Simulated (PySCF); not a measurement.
## Ce(BH4)4: from a saddle point downhill

PySCF 2.14.0, RKS B3LYP, Ce lcecp-2-SVP with ECP46, B def2-SVP, H def2-SVP; non-relativistic Hamiltonian with scalar-relativistic core potentials where named; density fitting; no spin-orbit coupling. Relaxed within the symmetry of its start, the geometry (C2v) is

```xyz
21

Ce    0.0000    0.0000    0.0250
B     1.4951    1.4951    1.3530
H     2.2209    2.2209    1.9791
H     0.7751    0.7751    2.0760
H     2.1171    0.7084    0.6059
H     0.7084    2.1171    0.6059
B    -1.4951   -1.4951    1.3530
H    -2.2209   -2.2209    1.9791
H    -0.7751   -0.7751    2.0760
H    -2.1171   -0.7084    0.6059
H    -0.7084   -2.1171    0.6059
B     1.4020   -1.4020   -1.4712
H     2.0778   -2.0778   -2.1997
H     1.6146   -1.6146   -0.2504
H     0.1735   -1.5904   -1.6294
H     1.5904   -0.1735   -1.6294
B    -1.4020    1.4020   -1.4712
H    -2.0778    2.0778   -2.1997
H    -1.6146    1.6146   -0.2504
H    -0.1735    1.5904   -1.6294
H    -1.5904    0.1735   -1.6294
```

and its lowest harmonic modes are -253, -181, 162, 162, 164, 173 cm⁻¹ (negative: unstable). It was moved along the lowest mode and relaxed again.

Where does it end, and how much lower?

In T, 0.244 eV lower, after 20 steps:
```xyz
21

Ce    0.0000    0.0000   -0.0556
B     1.4900    1.3759    1.3849
H     2.2102    2.0361    2.0840
H     1.4166    0.1726    1.7379
H     1.8502    1.3434    0.1824
H     0.3024    1.7839    1.3615
B    -1.4900   -1.3759    1.3849
H    -2.2102   -2.0361    2.0840
H    -1.4166   -0.1726    1.7379
H    -1.8502   -1.3434    0.1824
H    -0.3024   -1.7839    1.3615
B     1.3809   -1.4956   -1.4888
H     2.0422   -2.2234   -2.1791
H     1.7421   -1.4834   -0.2862
H     0.1634   -1.8035   -1.4628
H     1.4091   -0.2942   -1.8536
B    -1.3809    1.4956   -1.4888
H    -2.0421    2.2234   -2.1791
H    -1.7421    1.4834   -0.2863
H    -0.1633    1.8035   -1.4628
H    -1.4090    0.2942   -1.8536
```

How do the contacts change?


```tsv
contact	saddle (Å)	end (Å)
Ce1–H6 (BH4)	2.307	2.298
Ce1–H10 (BH4)	2.307	2.299
Ce1–H14 (BH4)	2.300	2.300
Ce1–H19 (BH4)	2.300	2.300
Ce1–H4 (BH4)	2.326	2.292
Ce1–H9 (BH4)	2.326	2.292
Ce1–H15 (BH4)	2.301	2.293
Ce1–H20 (BH4)	2.301	2.293
```


No frequency check is given for the end, and other unstable modes may remain.

State: singlet in the valence, with the 4f electrons in the core potential.
